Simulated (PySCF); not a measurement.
Geometries of 3 isomers of C2H4F2Se, from PySCF 2.14.0, PBE0-D3(BJ)/def2-SVP geometry optimisation, gas phase. One conformer each, no zero-point energy, no frequencies.

Question: Which is lowest in electronic energy at this level?
A.
```xyz
9
angstrom
C     -1.416    0.088    0.316
Se    -0.278   -1.076   -0.743
C      1.376   -0.137   -0.291
F      1.338    1.142   -0.702
F      2.388   -0.755   -0.913
H     -1.204   -0.016    1.389
H     -2.452   -0.223    0.125
H     -1.287    1.129   -0.005
H      1.552   -0.146    0.798
```
B.
```xyz
9
angstrom
F     -0.157    1.119   -1.848
C     -0.135   -0.177   -1.449
Se    -1.188   -0.515    0.146
C      0.108    0.094    1.456
F      0.204    1.445    1.535
H     -0.565   -0.817   -2.236
H      0.905   -0.484   -1.250
H     -0.227   -0.316    2.422
H      1.092   -0.329    1.197
```
C.
```xyz
9
angstrom
F     -2.034    0.091    0.240
C     -0.807    0.365   -0.262
F     -0.454    1.595    0.176
C      0.174   -0.664    0.236
Se     1.969   -0.428   -0.478
H     -0.874    0.396   -1.364
H     -0.152   -1.661   -0.092
H      0.186   -0.648    1.335
H      2.152    0.897    0.133
```

Answer: C. That is `C([SeH])C(F)F`, 8.8 kcal/mol below the next.

| SMILES | atoms numbered as above | E (Eh) | relative (kcal/mol) | relative (kJ/mol) | dipole (D) |
| --- | --- | --- | --- | --- | --- |
| FC(F)C[SeH] | [F:1][CH:2]([F:3])[CH2:4][SeH:5] | -2678.79007 | 0.0 | 0.0 | 0.91 |
| C[Se]C(F)F | [CH3:1][Se:2][CH:3]([F:4])[F:5] | -2678.77608 | 8.8 | 36.7 | 2.36 |
| FC[Se]CF | [F:1][CH2:2][Se:3][CH2:4][F:5] | -2678.75861 | 19.7 | 82.6 | 2.76 |

As drawn, the lowest has two fluorines on one carbon, which the highest lacks.
